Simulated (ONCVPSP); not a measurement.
# PBEsol ONCV dataset for cerium (Ce), scalar-relativistic all-electron reference.

Input for ONCVPSP 4.0.1:

```
# ATOM AND REFERENCE CONFIGURATION
# atsym  z   nc   nv     iexc    psfile
  Ce 58.00    8    6  -116133      upf
#
#   n    l    f
    1    0    2.00
    2    0    2.00
    2    1    6.00
    3    0    2.00
    3    1    6.00
    3    2   10.00
    4    0    2.00
    4    1    6.00
    4    2   10.00
    4    3    1.00
    5    0    2.00
    5    1    6.00
    5    2    1.00
    6    0    1.00
#
# PSEUDOPOTENTIAL AND OPTIMIZATION
# lmax
    3
#
#   l,   rc,      ep,       ncon, nbas, qcut
    0    2.50    0.00    4    9    5.20
    1    2.65    0.00    3    7    6.10
    2    1.00    0.00    4    8   18.80
    3    0.95    0.00    5   10   16.30
#
# LOCAL POTENTIAL
# lloc, lpopt,  rc(5),   dvloc0
    3    5    0.95    0.00
#
# VANDERBILT-KLEINMAN-BYLANDER PROJECTORs
# l, nproj, debl
    0    2    0.50
    1    3    2.60
    2    3    3.20
    3    0    3.80
#
# MODEL CORE CHARGE
# icmod, fcfact, rcfact
    3    5.25    1.25
#
# LOG DERIVATIVE ANALYSIS
# epsh1, epsh2, depsh
   -6.00    5.00    0.04
#
# OUTPUT GRID
# rlmax, drl
    6.00    0.01
#
# TEST CONFIGURATIONS
# ncnf
    4
# nvcnf
#   n    l    f
    6
    4    2   10.00
    4    3    1.00
    5    0    2.00
    5    1    6.00
    5    2    1.00
    6    0    2.00
#
    6
    4    2   10.00
    4    3    1.00
    5    0    2.00
    5    1    6.00
    5    2    1.00
    6    0    0.00
#
    6
    4    2   10.00
    4    3    1.00
    5    0    2.00
    5    1    6.00
    5    2    0.00
    6    0    0.00
#
    6
    4    2   10.00
    4    3    1.00
    5    0    1.00
    5    1    6.00
    5    2    1.00
    6    0    2.00
#
```

Command:

```bash
oncvpsp.x < Ce.dat > Ce.out
```

The program printed (shortened: citation, most of the input echo, consistency checks and plot data are left out):

```
ONCVPSP  (Optimized Norm-Conservinng Vanderbilt PSeudopotential)
scalar-relativistic version 4.0.1

#   n    l    f        energy (Ha)
    1    0    2.00    -1.4794857E+03
    2    0    2.00    -2.3708206E+02
    2    1    6.00    -2.1238042E+02
    3    0    2.00    -5.1215485E+01
    3    1    6.00    -4.3360682E+01
    3    2   10.00    -3.2197154E+01
    4    0    2.00    -1.0530097E+01
    4    1    6.00    -7.9655574E+00
    4    2   10.00    -4.2753076E+00
    4    3    1.00    -4.1689111E-01
    5    0    2.00    -1.7101615E+00
    5    1    6.00    -1.0705620E+00
    5    2    1.00    -3.1549597E-01
    6    0    1.00    -3.1301902E-01

Reference configufation results
  iterations    24
  all-electron total energy (Ha)   -8.85687355D+03

Begin loop to  construct optimized pseudo wave functions
and semi-local pseudopoentials for all angular momenta

Calculating optimized projector #   1

 for l=   0

    Fraction of norm inside rc  0.960359
    Optimizing pswf for qcut=   5.20 a_B^-1,  ecut=  13.50 Ha
    Residual kinetic energy error=  6.04D-07 Ha

    Energy error per electron        Cutoff
         Ha          eV             Ha
         0.01000     0.27211        6.24
         0.00100     0.02721        8.65
         0.00010     0.00272       10.48
         0.00001     0.00027       11.83

Calculating optimized projector #   2

 for l=   0

    Fraction of norm inside rc  0.099113
    Optimizing pswf for qcut=   5.20 a_B^-1,  ecut=  13.50 Ha
    Residual kinetic energy error=  1.17D-06 Ha

    Energy error per electron        Cutoff
         Ha          eV             Ha
         0.01000     0.27211        4.92
         0.00100     0.02721        8.29
         0.00010     0.00272       10.45
         0.00001     0.00027       12.06

   Wellstate for l =  1  n =  8
     eigenvalue =   1.5294
     asymptotic potential =   2.0294
     half-point radius =  5.4121

   Wellstate for l =  1  n =  9
     eigenvalue =   4.1294
     asymptotic potential =   4.6294
     half-point radius =  4.4588

Calculating optimized projector #   1

 for l=   1

    Fraction of norm inside rc  0.919909
    Optimizing pswf for qcut=   6.11 a_B^-1,  ecut=  18.65 Ha
    Residual kinetic energy error=  2.06D-08 Ha

    Energy error per electron        Cutoff
         Ha          eV             Ha
         0.01000     0.27211        3.92
         0.00100     0.02721        9.00
         0.00010     0.00272       12.19
         0.00001     0.00027       14.32

Calculating optimized projector #   2

 for l=   1

    Fraction of norm inside rc  0.144208
    Optimizing pswf for qcut=   6.11 a_B^-1,  ecut=  18.65 Ha
    Residual kinetic energy error=  7.79D-08 Ha

    Energy error per electron        Cutoff
         Ha          eV             Ha
         0.01000     0.27211        4.47
         0.00100     0.02721       10.44
         0.00010     0.00272       13.26
         0.00001     0.00027       15.41

Calculating optimized projector #   3

 for l=   1

    Fraction of norm inside rc  0.112682
    Optimizing pswf for qcut=   6.11 a_B^-1,  ecut=  18.65 Ha
    Residual kinetic energy error=  1.77D-05 Ha

    Energy error per electron        Cutoff
         Ha          eV             Ha
         0.01000     0.27211        9.81
         0.00100     0.02721       13.16
         0.00010     0.00272       16.63
         0.00001     0.00027       21.83

   Wellstate for l =  2  n =  6
     eigenvalue =   2.8845
     asymptotic potential =   3.3845
     half-point radius =  2.1578

Calculating optimized projector #   1

 for l=   2

    Fraction of norm inside rc  0.832229
    Optimizing pswf for qcut=  18.78 a_B^-1,  ecut= 176.35 Ha
    Residual kinetic energy error=  3.51D-08 Ha

    Energy error per electron        Cutoff
         Ha          eV             Ha
         0.01000     0.27211       70.12
         0.00100     0.02721       89.82
         0.00010     0.00272      108.46
         0.00001     0.00027      125.01

Calculating optimized projector #   2

 for l=   2

    Fraction of norm inside rc  0.031852
    Optimizing pswf for qcut=  18.78 a_B^-1,  ecut= 176.35 Ha
    Residual kinetic energy error=  1.30D-09 Ha

    Energy error per electron        Cutoff
         Ha          eV             Ha
         0.01000     0.27211       51.30
         0.00100     0.02721       71.61
         0.00010     0.00272       91.58
         0.00001     0.00027      110.78

Calculating optimized projector #   3

 for l=   2

    Fraction of norm inside rc  0.038803
    Optimizing pswf for qcut=  18.78 a_B^-1,  ecut= 176.35 Ha
    Residual kinetic energy error=  8.82D-09 Ha

    Energy error per electron        Cutoff
         Ha          eV             Ha
         0.01000     0.27211       57.81
         0.00100     0.02721       78.45
         0.00010     0.00272       99.39
         0.00001     0.00027      120.62

Calculating optimized projector #   1

 for l=   3

    Fraction of norm inside rc  0.499360
    Optimizing pswf for qcut=  16.30 a_B^-1,  ecut= 132.77 Ha
    Residual kinetic energy error=  2.44D-04 Ha

    Energy error per electron        Cutoff
         Ha          eV             Ha
         0.01000     0.27211      106.26
         0.00100     0.02721      122.19
         0.00010     0.00272      213.81
         0.00001     0.00027      453.98

Construct Vanderbilt / Kleinmman-Bylander projectors

B matrix Hermiticity error, ll=   0
   1   2    1.0873E-04

  Orthonormal projector coefficients  2.3543E+01  1.1195E+00

B matrix Hermiticity error, ll=   1
   1   2    1.7739E-04
   1   3   -3.2923E-04
   2   3    1.3114E-04

  Orthonormal projector coefficients  2.1820E+01  1.9764E+00  2.2251E-01

B matrix Hermiticity error, ll=   2
   1   2    7.4964E-04
   1   3   -1.4946E-03
   2   3    1.8757E-04

  Orthonormal projector coefficients  1.7474E+01  6.2139E+00 -1.4348E+00

Model core correction analysis
  based on d2Exc/dn_idn_j

d2excae - all-electron derivatives

   -3.022781D-02   -2.046435D-02   -7.294506D-03   -4.671074D-03
   -1.461426D-03   -8.691015D-04
   -2.046443D-02   -1.850139D-02   -1.401364D-02   -1.096926D-02
   -5.041360D-03   -2.105067D-03
   -7.294386D-03   -1.401323D-02   -2.549131D-02   -2.231058D-02
   -1.021177D-02   -2.231973D-03
   -4.671050D-03   -1.096896D-02   -2.231065D-02   -2.226027D-02
   -1.403346D-02   -3.718383D-03
   -1.461432D-03   -5.040996D-03   -1.021148D-02   -1.403281D-02
   -2.075982D-02   -1.827096D-02
   -8.691049D-04   -2.103995D-03   -2.230784D-03   -3.715039D-03
   -1.825708D-02   -3.635525D-02

d2excps - pseudofunction derivatives with no core correction

   -4.776638D-02   -3.212822D-02   -1.320376D-02   -6.771577D-03
   -2.395747D-03   -1.539098D-03
   -3.212872D-02   -2.578466D-02   -1.742378D-02   -1.298477D-02
   -5.735602D-03   -2.438636D-03
   -1.320390D-02   -1.742355D-02   -2.288572D-02   -2.122229D-02
   -9.878958D-03   -2.047749D-03
   -6.771635D-03   -1.298454D-02   -2.122222D-02   -2.211979D-02
   -1.386648D-02   -3.662786D-03
   -2.395813D-03   -5.735256D-03   -9.878618D-03   -1.386582D-02
   -2.087037D-02   -1.824461D-02
   -1.539132D-03   -2.437574D-03   -2.046538D-03   -3.659441D-03
   -1.823073D-02   -3.633037D-02

rms 2nd derivative error    4.583101E-03

rmatch, rhocmatch    0.6000   50.4708

Teter function model core charge with specified parameters

d2excps - pseudofunction derivatives with core correction

   -3.661624D-02   -2.565400D-02   -1.173920D-02   -6.459646D-03
   -1.698706D-03   -1.357603D-03
   -2.565419D-02   -2.194697D-02   -1.662700D-02   -1.281314D-02
   -5.337303D-03   -2.340105D-03
   -1.173924D-02   -1.662676D-02   -2.271575D-02   -2.119953D-02
   -9.785245D-03   -2.027242D-03
   -6.459687D-03   -1.281290D-02   -2.119947D-02   -2.212348D-02
   -1.384829D-02   -3.659649D-03
   -1.698722D-03   -5.336947D-03   -9.784905D-03   -1.384762D-02
   -2.082381D-02   -1.823312D-02
   -1.357624D-03   -2.339041D-03   -2.026028D-03   -3.656304D-03
   -1.821924D-02   -3.632798D-02

rms 2nd derivative error    2.263962E-03

Pseudoatom total energy -209.193723

Diagnostic tests using Vanderbilt-Kleinman-Bylander pseudopotentials
  1 or more projectors used as specified by nproj input data

   l    rcore       rmatch      e in        delta e   norm test  slope test

   0   2.5066602   2.5827678  -1.7101615  -0.0000103   0.9994890   0.9994774
   0   2.5066602   2.5827678  -0.3130190   0.0000013   1.0000183   1.0000140

   1   2.6611863   2.7419856  -1.0705620  -0.0000012   1.0000717   1.0000724
   1   2.6611863   2.7419856   1.5294380   0.0000230   1.0001503   1.0001503
   1   2.6611863   2.7419856   4.1294380   0.0000756   1.0002580   1.0002580

   2   1.0037011   1.0341757  -4.2753076  -0.0000852   1.0003613   1.0004094
   2   1.0037011   1.0341757  -0.3154960   0.0000475   1.0002756   1.0002635
   2   1.0037011   1.0341757   2.8845040   0.0004405   1.0008037   1.0008037

   3   0.9510921   0.9799693  -0.4168911   0.0001186   1.0000353   0.9998336

 Testing for bound ghosts
   n   l    E NL Schr. Eq   E Basis Diag.   E Cutoff

       0                      -28.430238     55.90  WARNING - GHOST(-)
   1   0       -1.710172       -1.708689     55.90
       0                       -1.644172     55.90  WARNING - GHOST(-)
   2   0       -0.313018       -0.303381     55.90

       1                      -10.429154     42.97  WARNING - GHOST(-)
   2   1       -1.070563       -1.070094     42.97

   3   2       -4.275393       -4.275315    441.00
   4   2       -0.315448        0.079947    441.00

 Testing for highly-localized positive-energy ghosts
       l    <radius>/rc     E Basis Diag.   E Cutoff

Test configuration 0

   n   l     f        eae           eps        diff
   1   0  2.0000-1479.48567196
   2   0  2.0000 -237.08205517
   2   1  6.0000 -212.38042259
   3   0  2.0000  -51.21548495
   3   1  6.0000  -43.36068182
   3   2 10.0000  -32.19715395
   4   0  2.0000  -10.53009734
   4   1  6.0000   -7.96555743
   4   2 10.0000   -4.27530756   -4.27539278   -8.52D-05
   4   3  1.0000   -0.41689111   -0.41677254    1.19D-04
   5   0  2.0000   -1.71016152   -1.71017182   -1.03D-05
   5   1  6.0000   -1.07056202   -1.07056319   -1.18D-06
   5   2  1.0000   -0.31549597   -0.31544846    4.75D-05
   6   0  1.0000   -0.31301902   -0.31301776    1.26D-06

    Total energies and differences
      AE_ref= -8.85687355D+03  AE_tst= -8.85687355D+03  dif=  0.00D+00
      PS_ref= -2.09193723D+02  PS_tst= -2.09193723D+02  dif=  5.03D-12
      PSP excitation error= -5.03D-12

Test configuration 1

   n   l     f        eae           eps        diff
   1   0  2.0000-1479.26609353
   2   0  2.0000 -236.86337912
   2   1  6.0000 -212.16169766
   3   0  2.0000  -50.99695435
   3   1  6.0000  -43.14214780
   3   2 10.0000  -31.97864035
   4   0  2.0000  -10.31169821
   4   1  6.0000   -7.74718653
   4   2 10.0000   -4.05703306   -4.05703047    2.59D-06
   4   3  1.0000   -0.19929244   -0.19907912    2.13D-04
   5   0  2.0000   -1.49249139   -1.49232457    1.67D-04
   5   1  6.0000   -0.85350157   -0.85345515    4.64D-05
   5   2  1.0000   -0.11293552   -0.11292010    1.54D-05
   6   0  2.0000   -0.13855678   -0.13854718    9.60D-06

    Total energies and differences
      AE_ref= -8.85687355D+03  AE_tst= -8.85709784D+03  dif= -2.24D-01
      PS_ref= -2.09193723D+02  PS_tst= -2.09418053D+02  dif= -2.24D-01
      PSP excitation error=  3.64D-05

Test configuration 2

   n   l     f        eae           eps        diff
   1   0  2.0000-1479.74220500
   2   0  2.0000 -237.33729388
   2   1  6.0000 -212.63572931
   3   0  2.0000  -51.47034267
   3   1  6.0000  -43.61554524
   3   2 10.0000  -32.45201665
   4   0  2.0000  -10.78456376
   4   1  6.0000   -8.21996346
   4   2 10.0000   -4.52953901   -4.52973689   -1.98D-04
   4   3  1.0000   -0.66956148   -0.66957575   -1.43D-05
   5   0  2.0000   -1.96251852   -1.96279240   -2.74D-04
   5   1  6.0000   -1.32083019   -1.32089566   -6.55D-05
   5   2  1.0000   -0.54453599   -0.54445358    8.24D-05

    Total energies and differences
      AE_ref= -8.85687355D+03  AE_tst= -8.85646791D+03  dif=  4.06D-01
      PS_ref= -2.09193723D+02  PS_tst= -2.08788001D+02  dif=  4.06D-01
      PSP excitation error= -8.49D-05

Test configuration 3

   n   l     f        eae           eps        diff
   1   0  2.0000-1480.13670590
   2   0  2.0000 -237.73522219
   2   1  6.0000 -213.03353224
   3   0  2.0000  -51.86515866
   3   1  6.0000  -44.01038098
   3   2 10.0000  -32.84749203
   4   0  2.0000  -11.17644826
   4   1  6.0000   -8.61169323
   4   2 10.0000   -4.92108554   -4.92078939    2.96D-04
   4   3  1.0000   -1.05462983   -1.05416390    4.66D-04
   5   0  2.0000   -2.34152185   -2.34134286    1.79D-04
   5   1  6.0000   -1.68842361   -1.68816922    2.54D-04

    Total energies and differences
      AE_ref= -8.85687355D+03  AE_tst= -8.85576464D+03  dif=  1.11D+00
      PS_ref= -2.09193723D+02  PS_tst= -2.08084747D+02  dif=  1.11D+00
      PSP excitation error= -6.69D-05

Test configuration 4

psatom: WARNING lschvkbb convergence error n,l,iter=   4   3  45
ea(ii),et,emin,emax -5.400029E-01 -5.940032E-01 -5.940032E-01 -5.940032E-01
run_config: WARNING for fully non-local PS atom, stg. 1
 WARNING no output for configuration 5
```

Note: ghosts flagged at negative energy: s at -773.6 eV, s at -44.7 eV, p at -283.8 eV; no localised positive-energy state flagged. A true bound ghost makes a file unfit for plane-wave use.

The run took about 9 s on one core of a shared server CPU.
